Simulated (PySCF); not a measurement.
Si(F)(Cl)(Me)(OH) (CH₄ClFOSi), SMILES C[Si](O)(F)Cl.

Coordinates come from a B3LYP-D3(BJ)/def2-SVP optimisation. This is a generated structure with no PubChem entry under its InChIKey; it may be hypothetical. The values are those of a single conformer.

These are PBE/def2-TZVP (PySCF) values and carry that method's errors.

Gas-phase values at a fixed geometry.

| Quantity | Result |
|---|---|
| total energy | -965.01866 hartree |
| highest occupied level | -7.74 eV |
| lowest empty level | -0.32 eV |
| orbital gap | 7.41 eV |
| dipole moment | 1.15 D |
| quadrupole, principal values (traceless, Buckingham form, about the centre of nuclear charge) | -5.57, -3.86, 9.43 D·Å |
| mean static polarisability | 51.3 bohr³ (7.60 Å³) |
| polarisability, principal values | 44.3, 50.6, 58.9 bohr³ |
